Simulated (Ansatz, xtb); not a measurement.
**C6H7Br: which of two isomers lies lower**

Structure X: `C=C/C=C(\Br)C=C`, a singlet. Structure Y: `C=C/C=C/C(=C)Br`, a singlet. Both are isolated molecules in the gas phase, relaxed with B3LYP/def2-SVP; the shapes shown needn't be the lowest conformers.

X (Å):

```xyz
14

C     0.1599   -1.4766    2.6794
C    -0.1704   -0.1860    2.4845
C     0.4855    0.6698    1.5178
C     0.2391    1.9746    1.2369
C     0.9869    2.7148    0.2279
C     0.8383    3.9979   -0.1382
Br   -1.1372    2.9255    2.1777
H    -0.3589   -2.0906    3.4192
H     0.9584   -1.9577    2.1055
H    -0.9743    0.2601    3.0774
H     1.2895    0.2100    0.9303
H     1.7554    2.1094   -0.2679
H     0.0892    4.6458    0.3222
H     1.4725    4.4291   -0.9161
```

Y (Å):

```xyz
14

C    -0.5534   -1.0133    3.1276
C    -0.4577   -0.2671    2.0124
C     0.3528    0.9326    1.9017
C     0.4423    1.6773    0.7764
C     1.2218    2.8884    0.5664
C     1.2518    3.5719   -0.5906
Br    2.2711    3.5452    2.0385
H    -0.0084   -0.7465    4.0388
H    -1.1771   -1.9097    3.1651
H    -1.0195   -0.5662    1.1189
H     0.9177    1.2385    2.7884
H    -0.1265    1.3650   -0.1081
H     1.8459    4.4771   -0.7194
H     0.6630    3.2156   -1.4410
```

Problem. Which of the two would you expect CCSD(T)/def2-SVP + ΔMP2/def2-TZVPP electronic energies to favour?

Solution. CCSD(T)/def2-SVP + ΔMP2/def2-TZVPP gives E(Y) − E(X) = +0.09 kcal/mol, slightly favouring structure X, which is too small a margin to settle the true order.

The same difference at several levels:

```
                             level        geometry  E(Y) − E(X) (kcal/mol)  departure from the last row (kcal/mol)  job, with rough time for the two
                          GFN2-xTB        GFN2-xTB                     −0.32                                   −0.41              optimisation, 0.16 s
                         HF/STO-3G        GFN2-xTB                     −0.18                                   −0.27              single point, 0.68 s
                r2SCAN-D4/def2-SVP        GFN2-xTB                     +0.12                                   +0.04               single point, 5.1 s
                    B3LYP/def2-SVP  B3LYP/def2-SVP                     −0.38                                   −0.46                optimisation, 50 s
                       HF/def2-SVP  B3LYP/def2-SVP                     −0.89                                   −0.97           part of the CCSD(T) run
                      MP2/def2-SVP  B3LYP/def2-SVP                     +0.32                                   +0.24           part of the CCSD(T) run
                  CCSD(T)/def2-SVP  B3LYP/def2-SVP                     −0.05                                   −0.13                      single point
CCSD(T)/def2-SVP + ΔMP2/def2-TZVPP  B3LYP/def2-SVP                     +0.09                                                        single point, 84 s
```

As drawn, both hold the same kinds of bond in the same numbers.

The largest departure from CCSD(T)/def2-SVP + ΔMP2/def2-TZVPP is that of HF/def2-SVP, 0.97 kcal/mol. The last row adds to CCSD(T) the change of the MP2 difference between the two basis sets, here +0.13 kcal/mol.

With thermal terms from frequencies at re-optimised GFN2-xTB minima (ideal gas, soft modes damped towards free rotors, one conformer each, 298.15 K, 1 atm): the zero-point term adds −0.05 kcal/mol; ΔH is +0.03 and ΔG −0.08 kcal/mol.

The correlated steps freeze 15 core orbitals; the filled d shell of Br is correlated, in a basis made for valence electrons. Codes used: Ansatz 0.2.0, xtb 6.7.1; the last row on 2 threads of Intel(R) Xeon(R) 6975P-C (Granite Rapids) on a shared host.
